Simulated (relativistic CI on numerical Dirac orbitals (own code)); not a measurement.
**Radial parameters of Tl26+**

Method of calculation: Dirac-Coulomb-Breit CI, orbitals from a KLI potential per configuration, model QED (radiative potential, 1s self-energy scaled to tabulated hydrogen-like ionisation energies), unscaled Slater integrals (own radial code, finite nucleus).

Slater integrals F^k, G^k are unscaled and averaged over j, outside the closed core [Ar] 3d10 4d10; ζ comes from projecting the Hamiltonian with its Breit term on Σ l·s of the shell.

- 4s2 4p6 4f9: F^2(4f,4f) = 253060, F^4(4f,4f) = 164040, F^6(4f,4f) = 119650, ζ(4f) = 12258 cm⁻¹; <r>(4f) = 0.409, <r^2>(4f) = 0.1934 (bohr units).
- 4s2 4p6 4f8 5s: F^2(4f,4f) = 255710, F^4(4f,4f) = 165870, F^6(4f,4f) = 121030, ζ(4f) = 12546, G^3(4f,5s) = 37328 cm⁻¹; <r>(4f) = 0.4055, <r^2>(4f) = 0.19, <r>(5s) = 0.7302, <r^2>(5s) = 0.5939 (bohr units).
- 4s2 4p6 4f7 5s2: F^2(4f,4f) = 258560, F^4(4f,4f) = 167840, F^6(4f,4f) = 122510, ζ(4f) = 12837 cm⁻¹; <r>(4f) = 0.4018, <r^2>(4f) = 0.1863 (bohr units).

Averages of the first 7 configurations, taken without configuration mixing, which lowers the lowest level and can move excited configurations by several eV; other configurations of the list can lie among them:

```
  Configuration  Parity  States  Average energy above the lowest level (eV)
    4s2 4p6 4f9     odd    2002                                        22.6
 4s2 4p6 4f8 5s    even    6006                                       127.8
4s2 4p6 4f7 5s2     odd    3432                                       243.6
   4s2 4p5 4f10     odd    6006                                       557.9
 4s2 4p6 4f8 6s    even    6006                                       430.6
    4s 4p6 4f10    even    2002                                       764.3
       4p6 4f11     odd     364                                      1508.7
```
